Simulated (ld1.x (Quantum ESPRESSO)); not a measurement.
# Reading a pseudo-wave (europium (Eu))

Columns: radius, all-electron u(r) and pseudo u(r) of the 5s shell (level -72.88 eV) of europium in the configuration [Kr] 4d10 4f6 5s2 5p6 5d0 6s0 6p0; PBE, scalar-relativistic, PAW scheme, ld1.x (Quantum ESPRESSO) 7.5.

```tsv
r (bohr)	all-electron	pseudo
0.180	0.3719	0.3085
0.360	-0.3867	0.5901
0.540	-0.4250	0.8216
0.720	0.1866	0.9861
0.900	0.7136	1.0752
1.080	0.9740	1.0893
1.260	1.0208	1.0378
1.440	0.9421	0.9360
1.620	0.8071	0.8033
1.800	0.6587	0.6594
1.980	0.5197	0.5212
2.160	0.4001	0.4005
2.340	0.3025	0.3025
2.520	0.2256	0.2256
2.700	0.1663	0.1663
2.880	0.1215	0.1215
3.060	0.0882	0.0882
3.240	0.0635	0.0635
3.420	0.0455	0.0455
3.600	0.0324	0.0324
3.780	0.0229	0.0229
3.960	0.0162	0.0162
4.140	0.0114	0.0114
4.320	0.0080	0.0080
4.500	0.0056	0.0056
4.680	0.0039	0.0039
```

Question: How many radial nodes do the two functions have?

Answer: The all-electron 5s function has n − l − 1 = 4 (the table is too coarse to show those close to the nucleus); the pseudo-wave has 0, since the states of the same l below it are removed with the core.

Question: At about which radius was the pseudo-wave matched?

Answer: 2.35 bohr. The columns agree to 0.0005 from 2.16 bohr on; several derivatives are matched, so the curves merge somewhat inside the radius.

Question: Is the pseudo-wave norm-conserving?

Answer: No, it belongs to a PAW set: the norm inside the radius is not constrained, and the difference is carried by the augmentation charge.
